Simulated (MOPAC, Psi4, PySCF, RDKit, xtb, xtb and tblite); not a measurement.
Two geometries of SMILES C=CCC(C)(C)C (C7H14), relaxed at GFN2-xTB with one dihedral held; other torsions can differ between them too.

Structure A

```
21

C      2.5688     1.0445    -0.6961
C      1.7218     0.0356    -0.7793
C      0.9334    -0.4955     0.3755
C     -0.5202    -0.8819     0.0406
C     -0.5663    -2.0558    -0.9396
C     -1.2199    -1.2968     1.3384
C     -1.2443     0.3242    -0.5612
H      3.1481     1.3771    -1.5408
H      2.7124     1.5911     0.2221
H      1.6154    -0.4969    -1.7144
H      0.9327     0.2452     1.1781
H      1.4445    -1.3881     0.7534
H     -1.5956    -2.3732    -1.0938
H     -0.1543    -1.7813    -1.9069
H     -0.0028    -2.9022    -0.5521
H     -2.2553    -1.5675     1.1430
H     -1.2114    -0.4812     2.0584
H     -0.7214    -2.1540     1.7863
H     -2.2786     0.0743    -0.7879
H     -1.2376     1.1590     0.1363
H     -0.7573     0.6455    -1.4789
```

Structure B

```
21

C      2.5703     1.0265    -0.7122
C      1.7145     0.0238    -0.7776
C      0.9166    -0.4794     0.3816
C     -0.6113    -0.3961     0.1797
C     -1.0548    -1.2625    -1.0008
C     -1.2945    -0.9031     1.4528
C     -1.0159     1.0579    -0.0689
H      3.1398     1.3510    -1.5669
H      2.7380     1.5702     0.2036
H      1.5772    -0.5058    -1.7109
H      1.1841     0.0901     1.2742
H      1.1824    -1.5265     0.5580
H     -2.1410    -1.2816    -1.0631
H     -0.6726    -0.8706    -1.9396
H     -0.7023    -2.2851    -0.8818
H     -2.3761    -0.8373     1.3559
H     -0.9930    -0.3106     2.3140
H     -1.0312    -1.9416     1.6427
H     -2.0923     1.1352    -0.2066
H     -0.7320     1.6829     0.7749
H     -0.5242     1.4440    -0.9589
```

### Question
Which is lower in energy at the level B3LYP-D3(BJ)/def2-SVP // GFN2-xTB (Psi4), and by how much?

### Answer
B is lower, by 0.64 kcal/mol (dihedral C1–C2–C3–C4: 140° in A, 120° in B).

E(B) − E(A) in kcal/mol at the other levels, on the same two geometries: GFN2-xTB (xtb and tblite) -0.48; MMFF94 // GFN2-xTB (RDKit) -0.77; B3LYP/def2-SVP // GFN2-xTB (Psi4) -0.48; PBE/def2-SVP // GFN2-xTB (Psi4) -0.52; PBE-D3(BJ)/def2-SVP // GFN2-xTB (Psi4) -0.61; UFF // GFN2-xTB (RDKit) -0.68; PM6, restricted, heats of formation // GFN2-xTB (MOPAC) 0.01; PM3, restricted, heats of formation // GFN2-xTB (MOPAC) 0.08; GFN1-xTB // GFN2-xTB (xtb) -0.50; restricted B3LYP/6-31G*, spherical d, density fitting // GFN2-xTB (PySCF) -0.54; restricted Hartree-Fock/6-31G*, spherical d, density fitting // GFN2-xTB (PySCF) -0.56; restricted M06-2X/6-31G*, spherical d, density fitting // GFN2-xTB (PySCF) -0.71; restricted B3LYP/6-311+G**, spherical d, density fitting // GFN2-xTB (PySCF) -0.44.
